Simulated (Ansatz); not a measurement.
Input and output for C₂H₅O₂Si, SMILES `CC(=O)O[SiH2]` radical.

```yaml
crystal:
  periodic: [false, false, false]
  atoms:
    - {symbol: C, position_ang: [-0.501822, -1.842212, 0.362321]}
    - {symbol: C, position_ang: [-0.349939, -0.349933, -0.377865]}
    - {symbol: O, position_ang: [-1.113635, 0.105715, -1.391419]}
    - {symbol: O, position_ang: [0.759797, 0.481885, 0.203558]}
    - {symbol: Si, position_ang: [0.981438, 2.220733, -0.530434]}
    - {symbol: H, position_ang: [-0.728963, -1.687322, 1.553875]}
    - {symbol: H, position_ang: [0.553820, -2.452705, 0.272695]}
    - {symbol: H, position_ang: [-1.401708, -2.474901, -0.158746]}
    - {symbol: H, position_ang: [-0.385808, 3.131785, -0.262095]}
    - {symbol: H, position_ang: [2.280118, 2.809723, 0.331355]}
basis:
  gaussian: {orbitals: LANL2DZ}
total_charge: -1
hamiltonian: {xc: {name: wB97}}
accuracy: high
output: {forces: true}
```

```sh
$ ansatz run in.yaml --threads 4 --pin off --events-out ev --progress --plain --max-ram 10444MiB
```

It prints (some lines left out):

```
Error: <dir> can't be read: No such file or directory (os error 2)
```
